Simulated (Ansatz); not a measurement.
A made-up structure of CH3OSe (charge -1), closed shell:

```
atom    x (Å)    y (Å)    z (Å)
  C1  -0.3188   0.4211  -0.2905
 Se2   1.2012  -0.1639   0.8156
  O3   0.9077  -1.8498   0.9543
  H4  -0.2406   1.5018  -0.4509
  H5  -1.2557   0.1896   0.2231
  H6   0.8651  -2.8109   0.8304
```

It is relaxed with PBE-D4/def2-SVPD and then PBE0-D4/def2-TZVPD (Ansatz 0.2.0). Atoms count as bonded within 1.22 times the sum of their covalent radii (H–H: 0.88 Å). The end point is not checked to be a true minimum.

(1) Does its bonding change? (A judgement: the text doesn't fix the answer.)

Answers

(1) By the calculation: No: no bond forms or breaks.

Where it ends: The first stage lowers the energy by 2.54 eV in 13 steps. It ends as CH₃OSe ([CH2][Se][OH]), total charge -1:
C1  (-0.305, 0.620, 0.092)
Se2  (0.913, -0.157, 1.144)
O3  (0.789, -2.172, 1.113)
H4  (-0.142, 0.675, -0.983)
H5  (-1.338, 0.703, 0.426)
H6  (1.242, -2.380, 0.291)
(Å)

Labels in which every atom is bracketed show which atoms are joined, not bond orders.

For scale, one of the runs: PBE0-D4/def2-TZVPD relaxation, 161 basis functions, launched by `ansatz run in.yaml --threads 2 --pin off --events-out ev --progress --plain --max-ram 4352MiB`. The run took about 17 s on 2 CPU threads of an Intel Xeon 6975P-C (shared host).
